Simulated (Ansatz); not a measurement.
Computed with Ansatz on PBE0-D4/def2-TZVP structures; ΔE is electronic, products minus reactants. CCSD(T)/CBS adds triple-zeta CCSD(T) − MP2 to the extrapolated MP2 energy (def2 sets, frozen cores). DFT in def2-TZVPP. def2 core potentials past Kr. For Ge, Y outer-core shells are correlated without core-valence functions, which leaves a few kJ/mol of doubt a bond. Scalar relativity is left out up to krypton. Each species was taken in one conformer, which may not be the lowest.

Reaction (ligand exchange at the Si–C bond): `O[CH]([SiH3])[GeH3]` + `C[N](C)[Y]([OH])[OH]` → `C[N](C)[Y]([OH])[O][SiH3]` + `O[CH2][GeH3]`

```tsv
species	ωB97X-V energy (Eh)
`O[CH]([SiH3])[GeH3]`	-2484.39250
`C[N](C)[Y]([OH])[OH]`	-324.71279
`C[N](C)[Y]([OH])[O][SiH3]`	-615.41422
`O[CH2][GeH3]`	-2193.73820
```

(1) Work out ΔE.

Largest T1 diagnostic among the species: 0.014.

## Answers

(1) ΔE = (-615.41422) + (-2193.73820) − (-2484.39250) − (-324.71279) = -0.04713 Eh = -29.6 kcal/mol. CCSD(T)/CBS gives -29.7 kcal/mol.

The D4 term adds +1.4 kcal/mol with B3LYP and +0.7 kcal/mol with PBE0; it sums over pairs of atoms, weighted by their polarisabilities, and B3LYP, whose exchange is more repulsive, gets the larger term. In def2-TZVPP, CCSD(T) changes the Hartree–Fock value by +6.9 kcal/mol (the triples alone add +1.0 kcal/mol) and MP2 by +6.9 kcal/mol.

B3LYP here is the variant with VWN-RPA as its local correlation; programs differ in this.
